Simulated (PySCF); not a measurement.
# Orbital energies and ionisation energy

C6H11O2P.
SMILES with atom numbers: `[CH3:1][P@@:2](=[O:3])([OH:4])[C:5]1=[CH:6][CH2:7][CH2:8][CH2:9]1` (hydrogens: H10, H11, H12 on C1; H13 on O4; H14 on C6; H15, H16 on C7; H17, H18 on C8; H19, H20 on C9)

Cartesian coordinates in Å at the PBE0-D3(BJ)/def2-SVP level; atoms count from 1:
```xyz
20
C6H11O2P angstrom
C     -2.574    0.373   -0.914
P     -1.723   -0.430    0.455
O     -2.199   -0.064    1.819
O     -1.930   -2.003    0.056
C      0.033   -0.131    0.240
C      0.925   -0.996   -0.266
C      2.328   -0.471   -0.163
C      2.118    1.018    0.161
C      0.712    1.107    0.776
H     -2.366    1.451   -0.876
H     -3.655    0.215   -0.791
H     -2.242   -0.037   -1.877
H     -1.886   -2.538    0.860
H      0.668   -1.985   -0.656
H      2.921   -0.638   -1.076
H      2.860   -1.003    0.649
H      2.136    1.594   -0.778
H      2.901    1.434    0.811
H      0.188    2.041    0.517
H      0.721    1.060    1.880
```

Level: B3LYP/def2-SVPD (PySCF). Frontier orbitals with their largest atomic shares (Löwdin; up to four atoms above 4 %):

```
orbital  ε (eV)                           main atoms
 HOMO−3   -9.11    O4 41 %, O3 14 %, C5 12 %, P2 8 %
 HOMO−2   -7.94            O3 71 %, O4 12 %, P2 10 %
 HOMO−1   -7.57    O3 52 %, P2 13 %, C5 10 %, C1 9 %
   HOMO   -7.19                                    ?
   LUMO   -0.72     C6 33 %, C5 28 %, P2 8 %, C7 6 %
 LUMO+1    0.03   O4 18 %, H13 11 %, C1 10 %, C6 8 %
 LUMO+2    0.54  O4 19 %, H13 12 %, C8 12 %, H17 8 %
```

Q: What vertical ionisation energy does ΔSCF give, and how far is −ε(HOMO) from it?

A: ΔSCF: 9.15 eV (883 kJ/mol; threshold wavelength 135 nm); ⟨S²⟩ of the doublet left behind is 0.758, against 0.75 for a pure doublet. −ε(HOMO) is 7.19 eV, 1.96 eV below it. For the exact functional −ε(HOMO) would equal the first vertical ionisation energy; B3LYP (global hybrid, 20 % exact exchange) falls short of its own ΔSCF value by 21 %. Holes in the HOMO−1 and HOMO−2 were tried too where these lie within 1.2 eV of the HOMO; the lowest converged state counts.

Q: On which atoms does the HOMO lie?

A: C5 (fully substituted alkene carbon) 28 %, C6 (alkene CH carbon) 25 %, O3 (phosphoryl oxygen) 12 %, C7 (allylic carbon) 8 %, so no atom holds as much as 40 %. The HOMO−1 lies 0.38 eV lower.

Q: How many of the 10 lowest singlet excitations (vertical TDDFT, same level) lie below the ionisation energy?

A: All 10; they run from 5.77 to 7.32 eV.

Q: With α = 99.6 au, estimate the like-pair dispersion coefficient by London's formula C6 = (3/4)α²I.

A: I = 0.3363 Eh, so C6 ≈ 2500 au, a rough estimate.

One conformer (not necessarily the lowest) at the PBE0-D3(BJ)/def2-SVP geometry, without solvent, vibrations or thermal averaging.
